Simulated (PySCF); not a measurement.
## Computed structure and properties of [Lu(CO)]3+

System: [Lu(CO)]3+ (singlet); start: template (C∞v). Method: PySCF 2.14.0, RKS PBE0, Lu def2-SVP with ECP28, C def2-SVP, O def2-SVP; non-relativistic Hamiltonian with scalar-relativistic core potentials where named; density fitting; no spin-orbit coupling.

Input of the relaxation:

```python
mol = gto.M(atom='''
Lu     0.00000     0.00000    -0.40856
C      0.00000     0.00000     1.89604
O      0.00000     0.00000     3.04604''',
    basis={'Lu': 'def2-SVP', 'C': 'def2-SVP', 'O': 'def2-SVP'},
    ecp={'Lu': 'def2-SVP'},
    charge=3, spin=0)
mf = dft.RKS(mol, xc='PBE0')
mf.grids.atom_grid = (50, 194)  # f atoms: unpruned, at least (60, 302)
mf = mf.density_fit()  # fitting sets: Lu def2-universal-JKFIT, C def2-universal-JKFIT, O def2-universal-JKFIT
mf.conv_tol = 1e-08; mf.max_cycle = 55
mf.kernel(dm0)  # dm0: converged density of the start geometry
# quasi-Newton relaxation in Cartesian coordinates to a largest gradient under 0.00045 Eh/bohr, steps kept in the point group
```

Run from Python with OMP_NUM_THREADS=2; the lines above give its settings. Where DIIS fails, smearing, a level shift and second-order steps follow.
It took 26 s on 2 threads of Arm Neoverse V2 (shared host), from the converged density of the start.

Course of the relaxation:

| step | energy above end (eV) | largest force component within the symmetry (eV/Å) |
| --- | --- | --- |
| 0 | 0.1869 | 6.327 |
| 1 | 0.0618 | 2.348 |
| 2 | 0.0291 | 0.963 |
| 3 | 0.0082 | 0.364 |
| 4 | 0.0002 | 0.088 |
| 5 | 0.0000 | 0.014 |
| 6 | 0.0000 | 0.001 |

Relaxed geometry (C∞v):

```xyz
3

Lu    0.0000    0.0000   -0.4872
C     0.0000    0.0000    1.9553
O     0.0000    0.0000    3.0654
```

```csv
contact,Å
Lu1–C2 (CO),2.442
```

On the finer grid (75, 302):

| Item | Value |
| --- | --- |
| HOMO | -29.54 eV |
| LUMO | -21.72 eV |
| Dipole about the centre of mass | 0.86 D |
| Set of Mulliken populations of Lu1 outside the core potential | s 4.12, p 12.05, d 10.21, f 14.01 |
| D3(BJ) dispersion energy (not in the energies) | -0.057 eV |

```
atom  Mulliken (e)  Löwdin (e)  spin (e)
 Lu1          2.61        2.40      0.00
  C2          0.08        0.19      0.00
  O3          0.30        0.41      0.00
```

On the grid (50, 194), as all that follows. Harmonic modes: a minimum; lowest 282 cm⁻¹ (negative: unstable), highest 2423 cm⁻¹, zero-point energy 0.203 eV.

Taking off one CO (charge 0, singlet; the rest: singlet) in vacuum, both parts rigid, costs 3.36 eV; the small basis without counterpoise inflates it. Parting with an electron moved from the ligand to the metal can be far cheaper, even downhill.

Rigid scan of CO along the line from its metal:

| distance to C2 (Å) | energy (eV) |
| --- | --- |
| 2.14 | 0.492 |
| 2.24 | 0.189 |
| 2.34 | 0.041 |
| 2.44 | 0.000 |
| 2.54 | 0.031 |
| 2.64 | 0.111 |
| 2.84 | 0.347 |

One start shape was tried, so this needn't be the lowest isomer.
